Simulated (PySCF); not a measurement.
## Correlation energy of Ar²⁺ (argon, charge +2)

[Ne] 3s2 3p3 4s1, high-spin 5S determinant (an excited configuration). Calculation: PySCF 2.14, in aug-cc-pwCVDZ (6s5p3d, 36 functions); the non-relativistic Hamiltonian (point nucleus). Frozen: [Ne]; 6 electrons correlated.

```tsv
level	correlation energy (mhartree)
CCSD	-118.25
(T)	-1.79
CCSD(T)	-120.04
```

Diagnostics: T1 = 0.0054, D1 = 0.0183, largest double amplitude 0.056.

Is a single reference adequate?

Yes: T1 lies below 0.03 and no double amplitude reaches 0.07.
